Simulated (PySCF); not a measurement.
C₃HBrClF, SMILES C(=C=C(Cl)Br)F.

The structure is a stationary point at PBE-D3(BJ)/def2-SVP. The structure was generated by enumeration, and PubChem lists no compound with its InChIKey, so it may never have been made.

Computed with PBE-D3(BJ)/def2-SVP run with PySCF.

Frequencies are harmonic and unscaled.

Computed vibrational spectrum:
```csv
mode,ν (cm⁻¹),IR (km/mol),moving atoms (share of kinetic energy)
1,82,0.0,"F 37 %, Br 24 %, Cl 23 %, C 15 %"
2,115,0.5,"C 49 %, F 38 %, Cl 10 %"
3,216,0.5,"Cl 51 %, Br 22 %, C 20 %"
4,256,5.0,"C 49 %, H 23 %, F 18 %"
5,368,4.3,"C 42 %, Br 22 %, F 17 %, Cl 16 %"
6,427,3.4,C 88 %
7,473,4.8,"C 66 %, Cl 27 %"
8,628,53.6,"C 76 %, F 18 %"
9,785,208.3,"C 89 %, Cl 10 %"
10,820,15.2,"H 66 %, C 33 %"
11,1043,227.3,"C 69 %, F 26 %"
12,1217,23.4,"H 70 %, C 19 %, F 11 %"
13,1394,46.3,"C 74 %, H 22 %"
14,2013,359.6,C 99 %
15,3092,4.4,"H 92 %, C 8 %"
```
